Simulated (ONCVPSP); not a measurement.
# Scattering properties, ONCV potential for boron

```
Element                 : boron
Generator               : ONCVPSP 4.0.1
Type                    : optimised norm-conserving Vanderbilt (ONCV)
Functional              : PBE
Relativity              : scalar-relativistic
Frozen core             : [He]
Valence charge          : 3
Reference configuration : 2s2 2p1
Partial waves           : 2s: rc 1.45 bohr, ncon 4, nbas 9, qcut 4.8 1/bohr, 2 projectors, debl 1.3 Ha; 2p: rc 3.70 bohr, ncon 4, nbas 9, qcut 4.3 1/bohr, 3 projectors, debl 2.8 Ha; d scattering state at 0.02 Ha: rc 3.60 bohr, ncon 4, nbas 8, qcut 2.7 1/bohr, 3 projectors, debl 3.7 Ha
Local potential         : polynomial inside 1.20 bohr (lpopt 5, dvloc0 2 Ha)
Core correction         : Teter function fitted to the true core (icmod 2), fcfact 0.25
```

The phase is arctan(r·R′/R) of the radial function R(r), unwrapped; energies in Ha, scanned from -2 to 5 Ha. A pole is an energy at which the radial function vanishes at the test radius. The pseudo phase is shifted by a multiple of π to meet the all-electron one at the reference energy, and phase errors are pseudo minus all-electron; the curves can meet again beyond the range given. Levels narrower than the energy grid can be missing from the lists of poles.

Task: For each channel, where are the poles, and over which energies does the pseudopotential scatter like the atom?

Result:

| channel | radius (bohr) | reference energy (Ha) | poles, all-electron | poles, pseudo | unbroken range about the reference energy with phases within 0.05 rad | phase error 1 Ha above the reference energy (rad) |
| --- | --- | --- | --- | --- | --- | --- |
| s | 1.47 | -0.35 | 2.29 | 2.29 | below 4.8 | -0.000 |
| p | 3.76 | -0.13 | -0.06, 1.03, 2.85 | -0.64, 0.14, 2.86 | -0.1 to -0.1 | +2.951 |
| d | 3.65 | 0.02 | 0.76, 2.34, 4.72 | 1.19, 4.27 | below 0.2 | +0.213 |

Note: ghosts flagged at negative energy: p at -26.2 eV; GHOST(+) flagged for d at 207.7 eV. A true bound ghost makes a file unfit for plane-wave use.

Phases in the d channel:

| E (Ha) | all-electron | pseudo |
| --- | --- | --- |
| -1.98 | 1.417 | 1.420 |
| -1.80 | 1.408 | 1.413 |
| -1.62 | 1.399 | 1.403 |
| -1.44 | 1.387 | 1.393 |
| -1.26 | 1.374 | 1.380 |
| -1.08 | 1.357 | 1.363 |
| -0.90 | 1.335 | 1.342 |
| -0.72 | 1.305 | 1.313 |
| -0.54 | 1.263 | 1.271 |
| -0.36 | 1.197 | 1.204 |
| -0.18 | 1.075 | 1.080 |
| 0.00 | 0.783 | 0.783 |
| 0.18 | -0.140 | -0.103 |
| 0.36 | -1.085 | -1.001 |
| 0.54 | -1.396 | -1.305 |
| 0.72 | -1.544 | -1.432 |
| 0.90 | -1.658 | -1.503 |
| 1.08 | -1.810 | -1.549 |
| 1.26 | -2.245 | -1.584 |
| 1.44 | -3.888 | -1.612 |
| 1.62 | -4.412 | -1.638 |
| 1.80 | -4.555 | -1.663 |
| 1.98 | -4.626 | -1.689 |
| 2.16 | -4.673 | -1.719 |
| 2.34 | -4.712 | -1.757 |
| 2.52 | -4.749 | -1.807 |
| 2.70 | -4.791 | -1.885 |
| 2.88 | -4.850 | -2.028 |
| 3.06 | -4.960 | -2.376 |
| 3.24 | -5.319 | -3.340 |
| 3.42 | -6.970 | -4.140 |
| 3.60 | -7.544 | -4.416 |
| 3.78 | -7.681 | -4.541 |
| 3.96 | -7.744 | -4.618 |
| 4.14 | -7.782 | -4.675 |
| 4.32 | -7.809 | -4.727 |
| 4.50 | -7.830 | -4.785 |
| 4.68 | -7.850 | -4.866 |
| 4.86 | -7.868 | -5.020 |
